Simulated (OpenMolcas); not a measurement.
Ni6+, Pd6+, Pt6+: d⁴ down the group

| Item | Value |
| --- | --- |
| Program | OpenMolcas 26.06 |
| Method | SS-CASPT2, IPEA 0.25 Eh, imaginary shift 0.1 Eh |
| Basis | ANO-R2 |
| Scalar Hamiltonian | X2C, finite nucleus |
| Spin-orbit coupling | RASSI with atomic mean-field integrals over the reference wave functions, term energies averaged over their components |

Active space for each ion: 4 electrons in 5 orbitals (d); closed shells correlated by CASPT2: Ni6+ 3s 3p; Pd6+ 4s 4p; Pt6+ 5s 5p.

Computed levels in cm-1 above ⁵D₀:

```csv
Level,Ni6+,Pd6+,Pt6+
⁵D₁,285,963,7580
⁵D₂,825,2420,13470
⁵D₃,1579,4090,17550
⁵D₄,2510,5890,19490
³H₄,32590,22040,29150
³P₁(1),32660,24120,36080
³H₅,33240,24250,36060
³H₆,33930,25850,39140
³F₂(1),35230,25870,34260
weight of ⁵D in the lowest level (%),99,94,56
```

Mixed levels, with the weight of the term that names them: Pd6+ ³H₄ (72 %), Pt6+ ⁵D₀ (56 %), Pt6+ ⁵D₄ (53 %), Pt6+ ³H₄ (52 %), Pt6+ ³P₁(1) (70 %), Pt6+ ³H₅ (74 %), Pt6+ ³H₆ (70 %), Pt6+ ³F₂(1) (58 %).

Measured, with the error of the calculation in %. Measured levels: Ni6+ from Corliss and Sugar, J. Phys. Chem. Ref. Data 10, 197 (1981).

```csv
Level,Ni6+
⁵D₁,279 (+2.1)
⁵D₂,804 (+2.6)
⁵D₃,1520 (+3.9)
⁵D₄,2392 (+4.9)
³H₄,31672 (+2.9)
³P₁(1),31836 (+2.6)
³H₅,32286 (+3.0)
³H₆,32877 (+3.2)
³F₂(1),34247 (+2.9)
```

The fine-structure level ⁵D₄ changes by a factor of 7.76 from Ni6+ to Pt6+.

Without spin-orbit coupling ³H lies 31890, 20920, 18980 cm-1 above ⁵D in that order; the difference to the level ³H₄, of either sign, comes from spin-orbit coupling, which also lowers the zero.

CASPT2 breaks the degeneracy within a term, and the mean is taken; among the terms shown or strongly mixed into the levels shown the widest spread is 140 cm-1 (3d⁴ ³F(1), Ni6+). Measured partners are found by configuration, term and J. A level has none where our copy of the source lacks it or the pairing is in doubt (some pairs that miss far off the trend of their configuration count as doubtful), and it then counts in no deviation. Only configurations of the active space appear.

A number in round brackets counts repeated terms of one configuration in the order of the reference energies.
